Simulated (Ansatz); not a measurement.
# Nudged elastic band run: H$_{5}$OSn

input.yaml

```yaml
crystal:
  periodic: [false, false, false]
  atoms:
    - { symbol: Sn, position_ang: [-0.024839, -0.038771, -0.27803] }
    - { symbol: H, position_ang: [-0.150977, -0.231338, 1.419785] }
    - { symbol: H, position_ang: [1.625754, 0.015936, -0.704433] }
    - { symbol: H, position_ang: [-0.795482, 1.415591, -0.72549] }
    - { symbol: H, position_ang: [-0.78397, -1.363465, -1.038453] }
    - { symbol: O, position_ang: [-0.18769, -0.298711, 4.736044] }
    - { symbol: H, position_ang: [-0.195396, -0.300342, 3.779478] }
magnetization:
  spin_polarized: true
  initial_magnetization: 1
basis:
  gaussian: { orbitals: def2-mTZVP }
hamiltonian:
  xc: hf
neb:
  order_check: false
  images: 5
  f_tol: 0.03
  max_iterations: 60
  final_atoms:
    - { symbol: Sn, position_ang: [0.03158528, 0.04904486, -0.78800502] }
    - { symbol: H, position_ang: [-0.07394543, -0.11131776, 3.27428584] }
    - { symbol: H, position_ang: [1.65738451, 0.05514591, -1.32485075] }
    - { symbol: H, position_ang: [-0.77299748, 1.45918617, -1.33189978] }
    - { symbol: H, position_ang: [-0.77248184, -1.34545445, -1.37512532] }
    - { symbol: O, position_ang: [-0.04888544, -0.07564427, 4.21920799] }
    - { symbol: H, position_ang: [-0.53325959, -0.83206047, 4.51528804] }
  initial_path:
    images:
      - { positions_ang: [[-0.024839, -0.038771, -0.27803], [-0.150977, -0.231338, 1.419785], [1.625754, 0.015936, -0.704433], [-0.795482, 1.415591, -0.72549], [-0.78397, -1.363465, -1.038453], [-0.18769, -0.298711, 4.736044], [-0.195396, -0.300342, 3.779478]] }
      - { positions_ang: [[-0.01652232, -0.02591197, -0.18535784], [-0.10066854, -0.15417593, 1.60985215], [1.63082212, 0.01039666, -0.66271511], [-0.80332312, 1.41696083, -0.67690153], [-0.79587259, -1.38227647, -0.88538083], [-0.12517957, -0.19901619, 4.25735814], [-0.30185598, -0.46707693, 3.73204602]] }
      - { positions_ang: [[-0.00820564, -0.01305293, -0.09268568], [-0.05036008, -0.07701386, 1.79991929], [1.63589024, 0.00485732, -0.62099722], [-0.81116424, 1.41833065, -0.62831306], [-0.80777519, -1.40108793, -0.73230865], [-0.06266913, -0.09932139, 3.77867228], [-0.40831596, -0.63381186, 3.68461403]] }
      - { positions_ang: [[0.00011105, -0.0001939, -1.352e-05], [-5.162e-05, 0.00014821, 1.98998644], [1.64095835, -0.00068203, -0.57927932], [-0.81900536, 1.41970048, -0.57972459], [-0.81967778, -1.4198994, -0.57923648], [-0.0001587, 0.00037342, 3.29998642], [-0.51477594, -0.80054679, 3.63718205]] }
      - { positions_ang: [[0.01060246, 0.01621902, -0.26267735], [-0.02468289, -0.03700711, 2.41808624], [1.64643374, 0.01792728, -0.82780313], [-0.8036694, 1.43286238, -0.83044965], [-0.8039458, -1.39508441, -0.84453276], [-0.01640095, -0.02496581, 3.60639361], [-0.52093716, -0.81105135, 3.92988405]] }
      - { positions_ang: [[0.02109387, 0.03263194, -0.52534119], [-0.04931416, -0.07416243, 2.84618604], [1.65190912, 0.03653659, -1.07632694], [-0.78833344, 1.44602427, -1.08117472], [-0.78821382, -1.37026943, -1.10982904], [-0.0326432, -0.05030504, 3.9128008], [-0.52709838, -0.82155591, 4.22258604]] }
      - { positions_ang: [[0.03158528, 0.04904486, -0.78800502], [-0.07394543, -0.11131776, 3.27428584], [1.65738451, 0.05514591, -1.32485075], [-0.77299748, 1.45918617, -1.33189978], [-0.77248184, -1.34545445, -1.37512532], [-0.04888544, -0.07564427, 4.21920799], [-0.53325959, -0.83206047, 4.51528804]] }
```

Command:

```bash
$ ansatz run input.yaml --threads 1 --pin off --max-ram 2048MiB --backend cpu --events-out ev --progress --plain --runs-dir out
```

Output, in part (warnings, iteration lines, the closing report on the highest movable image, with atoms numbered from 0):

```
NEB end point (image 0): max|allowed force component| = 2.813e-3 eV/Å (the criterion of neb.relax_end_points is 1.000e-2)
NEB end point (image 6): max|allowed force component| = 1.710e-2 eV/Å (the criterion of neb.relax_end_points is 1.000e-2)
NEB iter   1: max|band force component| = 6.358e1 eV/Å  barrier→ = 8.1296 eV  barrier← = 9.2309 eV  Δτ_max = 0.2000 Å  (1323 SCF iters)
NEB iter   2: max|band force component| = 1.910e1 eV/Å  barrier→ = 1.8408 eV  barrier← = 2.9421 eV  Δτ_max = 0.1951 Å  (243 SCF iters)
NEB iter   3: max|band force component| = 9.320e0 eV/Å  barrier→ = 0.7007 eV  barrier← = 1.8020 eV  Δτ_max = 0.1969 Å  (254 SCF iters)
NEB iter   4: max|band force component| = 2.695e0 eV/Å  barrier→ = 0.2524 eV  barrier← = 1.3536 eV  Δτ_max = 0.2000 Å  (215 SCF iters)
NEB iter   5: max|band force component| = 7.552e-1 eV/Å  barrier→ = 0.2186 eV  barrier← = 1.3199 eV  Δτ_max = 0.0957 Å  (236 SCF iters)
NEB iter   6: max|band force component| = 4.939e0 eV/Å  barrier→ = 0.3306 eV  barrier← = 1.4319 eV  CI = image 3  Δτ_max = 0.1999 Å  (239 SCF iters)
NEB iter   7: max|band force component| = 1.638e0 eV/Å  barrier→ = 0.6709 eV  barrier← = 1.7722 eV  CI = image 3  Δτ_max = 0.1311 Å  (233 SCF iters)
NEB iter   8: max|band force component| = 2.908e-1 eV/Å  barrier→ = 0.6788 eV  barrier← = 1.7801 eV  CI = image 3  Δτ_max = 0.1231 Å  (236 SCF iters)
NEB iter   9: max|band force component| = 3.728e-1 eV/Å  barrier→ = 0.6659 eV  barrier← = 1.7672 eV  CI = image 3  Δτ_max = 0.0623 Å  (247 SCF iters)
NEB iter  10: max|band force component| = 2.453e-1 eV/Å  barrier→ = 0.6621 eV  barrier← = 1.7634 eV  CI = image 3  Δτ_max = 0.0622 Å  (224 SCF iters)
NEB iter  11: max|band force component| = 1.061e-1 eV/Å  barrier→ = 0.6612 eV  barrier← = 1.7624 eV  CI = image 3  Δτ_max = 0.0840 Å  (223 SCF iters)
NEB iter  12: max|band force component| = 6.185e-2 eV/Å  barrier→ = 0.6602 eV  barrier← = 1.7615 eV  CI = image 3  Δτ_max = 0.0258 Å  (184 SCF iters)
NEB iter  13: max|band force component| = 5.121e-2 eV/Å  barrier→ = 0.6601 eV  barrier← = 1.7614 eV  CI = image 3  Δτ_max = 0.0224 Å  (207 SCF iters)
NEB iter  14: max|band force component| = 5.491e-2 eV/Å  barrier→ = 0.6601 eV  barrier← = 1.7613 eV  CI = image 3  Δτ_max = 0.0112 Å  (211 SCF iters)
NEB iter  15: max|band force component| = 3.805e-2 eV/Å  barrier→ = 0.6600 eV  barrier← = 1.7613 eV  CI = image 3  Δτ_max = 0.0112 Å  (188 SCF iters)
NEB iter  16: max|band force component| = 1.072e-2 eV/Å  barrier→ = 0.6600 eV  barrier← = 1.7613 eV  CI = image 3  Δτ_max = 0.0000 Å  (809 SCF iters)
Total energy: -7919.19115616 eV, -291.0249071684 hartree
Atom 0 at    -0.003728    -0.002447     0.063330 Å, force    -0.000203    -0.000771    -0.000475 eV/Å
Atom 1 at    -0.003588     0.028588     1.912363 Å, force    -0.000379    -0.000362    -0.000082 eV/Å
Atom 2 at     1.611405    -0.023136    -0.490751 Å, force    -0.000180     0.000269     0.000121 eV/Å
Atom 3 at    -0.809842     1.388301    -0.512605 Å, force     0.000172     0.000031     0.000149 eV/Å
Atom 4 at    -0.818011    -1.408359    -0.472653 Å, force     0.000273     0.000397     0.000024 eV/Å
Atom 5 at    -0.021046     0.025412     3.286661 Å, force     0.001881     0.002866     0.000149 eV/Å
Atom 6 at    -0.467789    -0.809459     3.402555 Å, force    -0.001564    -0.002429     0.000114 eV/Å
Dipole moment:    -0.138394    -0.262273    -0.131340 e Å
```

It converged. Neighbouring images differ by up to 1.6 eV, so the band resolves the path poorly. A vibrational analysis at the climbing image gives one clearly imaginary mode, 2037i cm⁻¹: a first-order saddle point.

Final band (atoms are numbered from 1 in the order of the input):

| image | path coordinate (Å) | energy (eV) | Sn1–H2 (Å) | H2–O6 (Å) |
| --- | --- | --- | --- | --- |
| 0 | 0.00 | 0.00 | 1.71 | 3.32 |
| 1 | 0.69 | 0.02 | 1.71 | 2.90 |
| 2 | 1.38 | 0.12 | 1.70 | 2.21 |
| 3 | 2.07 | 0.66 | 1.85 | 1.37 |
| 4 | 2.99 | -0.99 | 2.82 | 0.95 |
| 5 | 3.91 | -1.09 | 3.50 | 0.95 |
| 6 | 4.82 | -1.10 | 4.07 | 0.95 |

Run time: 2.8 min on 1 thread of Arm Neoverse V2, on a shared host, peak memory 0.2 GiB.
